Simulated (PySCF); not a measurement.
H4Si, triplet, at a GFN2-xTB geometry (a higher spin typed on purpose: for a closed-shell molecule this is an excited state). Base run: B3LYP/def2-SVP (PySCF).

Geometry (Å):
```xyz
5

Si     0.0000     0.0000     0.0000
H      0.2164     1.4742    -0.0172
H     -1.3450     0.2045     0.6078
H      1.3450    -0.2045    -0.6078
H     -0.2164    -1.4742     0.0172
```
Charge 0, spin multiplicity 3.
Orbitals are unrestricted.
All else is at PySCF's defaults.
Base energy -291.63720 Eh.

Each row names what was changed in the base input (with any setting that the change needs).

```tsv
change	ΔE vs base (µEh)	grid points	electrons on the grid
base	0.0	58416	18.00000
grids.prune = dft.gen_grid.sg1_prune	-7.9	23640	18.00011
grids.level = 4	-0.1	91752	18.00000
grids.level = 7	-0.1	287624	18.00000
small_rho_cutoff = 0	0.0	58416	18.00000
grids.atom_grid = (30, 110)	69.8	12352	18.00014
grids.atom_grid = (150, 974)	-0.1	407944	18.00000
grids.atom_grid = (99, 590)	-0.1	162968	18.00000
grids.radi_method = gauss_chebyshev	0.0	57144	18.00000
grids.radi_method = mura_knowles	0.0	55736	18.00000
grids.becke_scheme = stratmann	-0.3	58416	18.00000
```

Open shells are given as the SCF converged; they aren't shown to be the lowest states, and a large step between rows can be another state.
